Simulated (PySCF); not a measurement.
# Building multiplets from coupling constants

Numbering as in the mapped SMILES `[F:1][C:2]1=[C:3]([C:4]([F:5])([F:6])[F:7])[CH:8]=[CH:9][CH2:10]1`. Hydrogens are named by the atom that carries them.

- B3LYP/pcJ-1 coupling constants (spin–dipole term only in couplings to heteroatoms)
- σ from GIAO-PBE0/pcSseg-1
- geometry from PBE0-D3(BJ)/def2-SVP
- program: PySCF 2.14.0 with density-fitted response routines
- a single conformation, averaged over atoms made equivalent by symmetry, fast rotation or ring inversion, no solvent model, non-relativistic Hamiltonian

δ = σ(ref) − σ, references computed at the same level: ¹⁹F (σref 177.25) vs CFCl3; TMS for ¹H (σref 31.27).

Spectrometer: 800 MHz for ¹H. First-order analysis; couplings under 1 Hz (under 4 Hz in carbon signals) are ignored, and nearly equal couplings are merged; the smaller ones broaden or split the lines further.

**Question.** What pattern does F1 show (¹⁹F)?

**Answer.** A quartet of doublets of quartets at δ -106.3: 18.0 Hz to F5/F6/F7 (3 × ¹⁹F, 4 bonds away), 3.5 Hz to H(C8) (1 × ¹H, 4 bonds away), 1.2 Hz to H(C9) and H(C10) (3 × ¹H, 3 or 4 bonds away).

**Question.** What pattern does F5/F6/F7 show (¹⁹F)?

**Answer.** A doublet of triplets of doublets at δ -75.4: 18.0 Hz to F1 (1 × ¹⁹F, 4 bonds away), 2.2 Hz to H(C10) (2 × ¹H, 5 bonds away), 1.1 Hz to H(C9) (1 × ¹H, 5 bonds away). Lines in Hz from the centre (relative intensity): +11.8 (1), +10.7 (1), +9.6 (2), +8.4 (2), +7.3 (1), +6.2 (1), -6.2 (1), -7.3 (1), -8.4 (2), -9.6 (2), -10.7 (1), -11.8 (1). The outer lines are 23.5 Hz apart, the sum of the couplings kept, or 0.031 ppm at this field.

**Question.** What pattern does H(C8) show (¹H)?

**Answer.** A doublet of doublets of triplets at δ 6.64: 7.4 Hz to H(C9) (1 × ¹H, 3 bonds away), 3.5 Hz to F1 (1 × ¹⁹F, 4 bonds away), 2.1 Hz to H(C10) (2 × ¹H, 4 bonds away). Lines in Hz from the centre (relative intensity): +7.5 (1), +5.5 (2), +4.0 (1), +3.4 (1), +1.9 (2), +0.1 (1), -0.1 (1), -1.9 (2), -3.4 (1), -4.0 (1), -5.5 (2), -7.5 (1). The outer lines are 15.1 Hz apart, the sum of the couplings kept, or 0.019 ppm at this field.

**Question.** What pattern does H(C9) show (¹H)?

**Answer.** A doublet of triplets of quintets at δ 6.02: 7.4 Hz to H(C8) (1 × ¹H, 3 bonds away), 2.4 Hz to H(C10) (2 × ¹H, 3 bonds away), 1.2 Hz to F1 and F5/F6/F7 (4 × ¹⁹F, 4 or 5 bonds away). Lines in Hz from the centre (relative intensity): +8.5 (1), +7.3 (4), +6.1 (8), +4.9 (12), +3.7 (14), +2.5 (12), +1.3 (8), +1.1 (1), +0.1 (4), -0.1 (4), -1.1 (1), -1.3 (8), -2.5 (12), -3.7 (14), -4.9 (12), -6.1 (8), -7.3 (4), -8.5 (1). The outer lines are 17.0 Hz apart, the sum of the couplings kept, or 0.021 ppm at this field.

Unscaled 3J(H,H) at this level run about 10 % above measured values.
